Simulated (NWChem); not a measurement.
## F2Zn in NWChem

```xyz
3

Zn     0.0000     0.0000     0.0000
F      0.0000     0.0000     1.7300
F      0.0000     0.0000    -1.7300
```
Charge 0, spin multiplicity 1.

Program: NWChem. All single points use one geometry, from PBE0/def2-SVP, a minimum by its harmonic frequencies.

Symmetry labels belong to the abelian group D2h used in the runs, with the axes of the coordinates shown; states degenerate in a higher group split over its labels.

The structure started from a generated list of species.

Question: List the lowest 6 singlet excitations that CIS/def2-SVPD gives, with oscillator strengths.

Answer: 
```
state  symmetry  energy (eV)  wavelength (nm)      f
-----  --------  -----------  ---------------  -----
1           b3g         9.32              133  0.000
2           b2g         9.32              133  0.000
3           b3u        10.06              123  0.093
4           b2u        10.06              123  0.093
5            ag        10.27              121  0.000
6           b1u        10.71              116  0.170
```
